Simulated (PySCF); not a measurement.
C4H13NSi, SMILES C(N[C@@H]([SiH3])C)C. Atoms are numbered in the order given.

```xyz
19

C     -2.8338    -0.2452     0.7191
C     -1.3604    -0.5958     0.5507
N     -0.7935     0.1026    -0.5938
C      0.6531    -0.0049    -0.8011
C      1.2224    -1.4338    -0.8408
Si     1.5708     1.1533     0.4115
H     -3.2658    -0.7530     1.5956
H     -2.9605     0.8415     0.8393
H     -3.4170    -0.5553    -0.1649
H     -0.8050    -0.2881     1.4527
H     -1.2517    -1.7011     0.4931
H     -1.2880    -0.1793    -1.4406
H      0.8529     0.4627    -1.7830
H      2.2855    -1.4296    -1.1299
H      1.1480    -1.9368     0.1367
H      0.6760    -2.0521    -1.5746
H      1.3561     0.7587     1.8357
H      3.0404     1.0888     0.1426
H      1.1054     2.5566     0.2252
```
Charge 0, spin multiplicity 1.

The structure is a stationary point at B3LYP-D3(BJ)/def2-SVP. The structure was generated by enumeration; whether it is a known compound was not checked. One conformer was computed; it need not be the lowest.

Computed with PySCF with PBE/def2-TZVP.

ESP charges are fitted to the potential on shells at 1.4 to 2.0 van der Waals radii. Atomic charges (e):

```
atom  ESP fit    IAO  Löwdin
----  -------  -----  ------
C1      -0.57  -0.43   -0.32
C2          ?  -0.15   -0.35
N3          ?  -0.41    0.01
C4       0.34  -0.26   -0.47
C5      -0.52  -0.45   -0.32
Si6         ?   0.54    0.25
H7       0.12   0.15    0.12
H8       0.16   0.15    0.12
H9       0.13   0.14    0.12
H10         ?   0.14    0.13
H11         ?   0.10    0.12
H12      0.34   0.24    0.17
H13         ?   0.15    0.16
H14      0.13   0.15    0.13
H15      0.13   0.14    0.12
H16      0.13   0.14    0.12
H17         ?  -0.11   -0.03
H18         ?  -0.12   -0.03
H19         ?  -0.10   -0.03
```

Problem. Complete the blanks. (An estimate is asked for; the answer gives what the named calculation found.)

Solution. 
- C2, ESP fit: 0.53
- N3, ESP fit: -0.82
- Si6, ESP fit: 0.05
- H10, ESP fit: -0.02
- H11, ESP fit: -0.06
- H13, ESP fit: 0.05
- H17, ESP fit: -0.02
- H18, ESP fit: -0.05
- H19, ESP fit: -0.03

Problem. Give the Mayer and Wiberg (Löwdin basis) orders of the bonds. (Estimate from the structure and the level; the computed values follow.)

Solution. 
| bond | Mayer | Wiberg |
|---|---|---|
| C1–C2 | 1.02 | 1.31 |
| C2–N3 | 1.01 | 1.35 |
| N3–C4 | 1.01 | 1.34 |
| C4–C5 | 0.95 | 1.27 |
| C4–Si6 | 1.00 | 1.09 |
| C1–H7 | 0.96 | 0.90 |
| C1–H8 | 0.97 | 0.90 |
| C1–H9 | 0.97 | 0.90 |
| C2–H10 | 0.93 | 0.85 |
| C2–H11 | 0.94 | 0.86 |
| N3–H12 | 0.91 | 0.88 |
| C4–H13 | 0.93 | 0.80 |
| C5–H14 | 0.95 | 0.90 |
| C5–H15 | 0.97 | 0.90 |
| C5–H16 | 0.96 | 0.90 |
| Si6–H17 | 0.94 | 0.95 |
| Si6–H18 | 0.94 | 0.95 |
| Si6–H19 | 0.95 | 0.95 |
